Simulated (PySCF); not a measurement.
# Electron correlation in Nb (niobium, neutral)

[Kr] 4d3 5s2, high-spin 4F determinant (an excited configuration). Computed with PySCF 2.14 in x2c-TZVPPall with one added diffuse shell each of s, p, d, f type (9s7p7d3f1g, 95 functions), with the spin-free X2C one-electron Hamiltonian (Gaussian nucleus). Frozen: [Kr]; 5 electrons correlated.

| level | correlation energy (mhartree) |
| --- | --- |
| CCSD | -78.37 |
| (T) | -4.28 |
| CCSD(T) | -82.65 |

Diagnostics: T1 = 0.030, D1 = 0.0883, largest double amplitude 0.062.

Is a single reference adequate?

Largely. T1 is above 0.03 while the doubles stay small, so the singles mainly relax the orbitals.
